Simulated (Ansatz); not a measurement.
# A correction line for HF/def2-TZVPP: vertical ionisation energy

The vertical ionisation energy (cation less neutral) in eV of 8 Si-containing molecules: x at HF/def2-TZVPP, y at CCSD(T)/def2-TZVPP. Shapes, held fixed at every level: PBE0-D4/def2-TZVP. Flexible molecules stand in one conformer, not always the lowest. Programs: Ansatz 0.2.0.

```
                                                         molecule  x (eV)  y (eV)
Si8H8 (SMILES [SiH]12[SiH]3[SiH]4[SiH]1[SiH]1[SiH]2[SiH]3[SiH]41)    7.27    7.79
          Ge2Si4H14 (SMILES [SiH3][SiH2][GeH2][GeH2][SiH2][SiH3])    8.69    9.40
                 GeSi4H12 (SMILES [SiH3][SiH2][GeH2][SiH2][SiH3])    8.84    9.56
                Ge2Si3H12 (SMILES [SiH3][GeH2][SiH2][GeH2][SiH3])    8.84    9.53
                               C2H8Si2 (SMILES [SiH3]/C=C/[SiH3])    8.84   10.31
                                     Si(CH3)4 (tetramethylsilane)    9.75       ?
                       C4H11F3Si2 (SMILES C[Si](C)(F)CC[SiH](F)F)    9.99   10.55
                            CH8O4Si2 (SMILES C[SiH](O)O[SiH](O)O)   10.50   10.94
```

Problem. Fit y = c + s·x to the known rows and predict y for Si(CH3)4.

Solution. 
1. Means of the 7 rows: x = 8.9957, y = 9.726.
2. Σ(Δx)² = 6.3958, Σ(Δx·Δy) = 6.0516, so the slope is 6.0516/6.3958 = 0.94618.
3. Intercept: 9.726 − (0.94618) × 8.9957 = 1.214. The largest residual of the fit is 0.73.
4. Si(CH3)4: 1.214 + 0.94618 × 9.75 = 10.44 eV.

CCSD(T)/def2-TZVPP gives 10.61 eV, so the prediction is off by -0.17 eV, within the largest residual. The largest residual belongs to C2H8Si2, which stands apart and tilts the line. Uncorrected, HF/def2-TZVPP misses Si(CH3)4 by -0.86 eV, and the other rows by 0.73 on average. The line removes about 80 % of this miss. Left out in turn, the other rows are missed by 0.33 eV on average. Cations run unrestricted. Relativity is left out for Ge. Outer-core shells of Ge are correlated, in sets that cover them unevenly.
